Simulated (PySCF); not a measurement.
Field gradients from PBE0/pcSseg-1 densities (PySCF, non-relativistic) at GFN2-xTB geometries, isolated species, one conformer each; χzz is the principal value of largest magnitude, with Q(14N) = 0.02044 b. GFN2-xTB bond lengths can be off by several hundredths of an ångström, more for odd bonds, and the gradients follow them. With so small a basis the couplings can be 20 % off.

(1) These 14N couplings (χzz in MHz, η) are listed in rising order: (-4.785, 0.01); (-4.505, 0.10); (-4.283, 0.36). Assign them to: N1 (nitrile nitrogen) in `[N:1]#[C:2][C:3]#[C:4][SiH2:5][C@H:6]([SiH3:7])[CH2:8][C:9]#[N:10]`; N8 (nitrile nitrogen) in `[CH:1]#[C:2][C:3]#[C:4][Si@H:5]([CH2:6][C:7]#[N:8])[SiH2:9][NH2:10]`; N6 (silicon-bound nitrogen) in `[CH3:1][CH2:2][CH2:3][NH:4][Si@H:5]([NH2:6])[F:7]`.

Answers

(1) -4.785 MHz, η 0.01: N1 (nitrile nitrogen) in `[N:1]#[C:2][C:3]#[C:4][SiH2:5][C@H:6]([SiH3:7])[CH2:8][C:9]#[N:10]`; -4.505 MHz, η 0.10: N8 (nitrile nitrogen) in `[CH:1]#[C:2][C:3]#[C:4][Si@H:5]([CH2:6][C:7]#[N:8])[SiH2:9][NH2:10]`; -4.283 MHz, η 0.36: N6 (silicon-bound nitrogen) in `[CH3:1][CH2:2][CH2:3][NH:4][Si@H:5]([NH2:6])[F:7]`.

All sites together:

```tsv
nucleus	site	Vzz (au)	η	χzz (MHz)
14N	N1 (nitrile nitrogen) in [N:1]#[C:2][C:3]#[C:4][SiH2:5][C@H:6]([SiH3:7])[CH2:8][C:9]#[N:10]	-0.996	0.01	-4.785
14N	N8 (nitrile nitrogen) in [CH:1]#[C:2][C:3]#[C:4][Si@H:5]([CH2:6][C:7]#[N:8])[SiH2:9][NH2:10]	-0.938	0.10	-4.505
14N	N6 (silicon-bound nitrogen) in [CH3:1][CH2:2][CH2:3][NH:4][Si@H:5]([NH2:6])[F:7]	-0.892	0.36	-4.283
```
